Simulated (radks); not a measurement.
The numbers below are computed, except where a source is named.
Q: All-electron atom: the gallium ion Ga+ in [Ar] 3d10 4s2. Code: a radial shooting solver on a logarithmic mesh with Libxc functionals. Model: Dirac Kohn-Sham, exchange-only LDA, spin-unpolarised, spherical densities, point nucleus. Some entries of the table are withheld. Estimate them.

orbital,occ.,eigenvalue (eV),r(max) (bohr),<r^2> (bohr^2)
1s1/2,2,-10213.64,0.03183,(1)
2s1/2,2,-1266.004,0.1828,0.05612
2p1/2,2,(2),0.1445,0.04366
2p3/2,4,(3),0.1474,0.04517
3s1/2,2,-154.0447,0.5652,0.4932
3p1/2,2,-107.7487,(4),0.5349
3p3/2,4,-104.1119,(5),0.5525
3d3/2,4,-26.3881,0.5295,(6)
3d5/2,6,-25.9258,0.5325,(7)
4s1/2,2,-15.4440,1.852,5.721
4p1/2,0,-8.3883,2.310,9.601
4p3/2,0,-8.2203,2.348,9.883
5s1/2,0,-3.4662,5.610,45.91
4d3/2,0,-2.0914,5.293,54.69
4d5/2,0,-2.0870,5.311,54.99
4f5/2,0,-0.8689,15.27,(8)
4f7/2,0,-0.8689,15.27,(9)

A: 
(1) 1s1/2 <r^2> (bohr^2): 0.003187
(2) 2p1/2 eigenvalue (eV): -1122.701
(3) 2p3/2 eigenvalue (eV): -1095.113
(4) 3p1/2 r(max) (bohr): 0.5613
(5) 3p3/2 r(max) (bohr): 0.5697
(6) 3d3/2 <r^2> (bohr^2): 0.8535
(7) 3d5/2 <r^2> (bohr^2): 0.8677
(8) 4f5/2 <r^2> (bohr^2): 331.0
(9) 4f7/2 <r^2> (bohr^2): 331.0
